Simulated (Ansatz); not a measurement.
Relaxation of C2H5BS (9 atoms, charge 0, multiplicity 1), to a largest force component of 0.015 eV/Å in at most 40 steps.

Theory: RHF/def2-SVP (Ansatz).

```xyz
9
Properties=species:S:1:pos:R:3
C -0.314 1.134 -0.758
B 0.085 -0.274 -0.321
C -0.396 -1.745 -0.304
S 1.253 -1.835 -0.481
H -0.593 1.166 -1.872
H -1.266 1.493 -0.200
H 0.483 1.901 -0.566
H -1.045 -2.039 -1.126
H -0.765 -2.116 0.715
```

Task: Where does it end, and by what steps?

Result: The forces met the threshold. After 14 steps the energy has fallen by 1.346 eV; S4 moved furthest, 0.40 Å.

```
step  energy less start (eV)  largest force component (eV/Å)  accepted
   0                  0.0000                           5.862       yes
   1                 -1.0222                           3.143       yes
   2                 -1.2867                           1.315       yes
   3                 -1.2291                           1.032        no
   4                 -1.3367                           0.168       yes
   5                 -1.3315                           0.271        no
   6                 -1.3425                           0.062       yes
   7                 -1.3439                           0.022       yes
   8                 -1.3447                           0.112       yes
   9                 -1.3453                           0.048       yes
  10                 -1.3458                           0.045       yes
  11                 -1.3460                           0.065       yes
  12                 -1.3462                           0.041       yes
  13                 -1.3463                           0.029       yes
  14                 -1.3463                           0.006       yes
```

```xyz
9
Properties=species:S:1:pos:R:3
C -0.296 1.160 -0.770
B 0.027 -0.346 -0.510
C -0.539 -1.765 -0.323
S 1.316 -1.516 -0.241
H -0.833 1.258 -1.718
H -0.969 1.531 0.008
H 0.590 1.793 -0.801
H -0.869 -2.356 -1.172
H -0.986 -2.074 0.616
```

The run took 22 s on 1 CPU thread of a shared host.
